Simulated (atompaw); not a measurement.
**Before and after: PAW (atompaw) potential for magnesium**

atompaw 4.2.0.5 input, output lines left out:

```
Mg 12
LDA-PW scalarrelativistic loggrid 1500 logderivrange -9 5 351
3 3 0 0 0 0
3 0 0
3 1 0
0 0 0
c
v
v
v
v
2
1.45 1.35 1.10 0.80
n
n
y
0.45
n
custom polynom vanderbiltortho gaussian
3 -0.5 troulliermartins
0.90
1.45
0.90
1.40
1.45
```

All-electron outer shells of the reference configuration (LDA (PW92), scalar-relativistic, ld1.x):

```json
{"shell": "2s", "level (eV)": "-99.46", "outermost node (bohr)": "0.18", "outermost maximum (bohr)": "0.55"}
{"shell": "2p", "level (eV)": "-66.84", "outermost node (bohr)": "–", "outermost maximum (bohr)": "0.47"}
{"shell": "3s", "level (eV)": "-17.93", "outermost node (bohr)": "0.89", "outermost maximum (bohr)": "2.12"}
{"shell": "3p", "level (eV)": "-12.60", "outermost node (bohr)": "0.91", "outermost maximum (bohr)": "2.50"}
```

Change: all radii scaled by about 0.92 (s 0.82, p 0.82, d 1.34 bohr); local potential troulliermartins scheme with l = 3 at -0.5 Ry, radius 1.02 bohr; augmentation gaussian compensation charge, radius 1.24 bohr; PAW radius 1.34 bohr; waves and projectors: custom polynom vanderbiltortho; core correction smooth core density matched at 0.74 bohr.

Cutoffs: the cutoffs (Ry, on a coarse ladder) from which the occupation-weighted sum of valence levels, in a spherical-Bessel basis at the reference potential, stays within 10 and 1 mRy of its value at 400 Ry; they do not see the model core or the augmentation charge, which bear on the density cutoff.

Question: What does the change do?

Answer: The potential gets harder (140 Ry and 180 Ry → 160 Ry and 230 Ry); neither file shows a bound ghost. A smaller radius makes the pseudo-wave follow the all-electron one further in, where it bends more sharply, so more plane waves are needed.

```csv
quantity,base,changed
"cutoff, loose",140 Ry,160 Ry
"cutoff, tight",180 Ry,230 Ry
loose cutoff by channel (10 mRy a level),"s 45 Ry, p 80 Ry","s 45 Ry, p 100 Ry"
bound ghosts,none,none
lowest overlap eigenvalue by channel,"s 0.62, p 0.54, d 1.00","s 0.68, p 0.50, d 1.00"
```

 The cutoffs see the waves, projectors and local potential, not the compensation charge or the core.
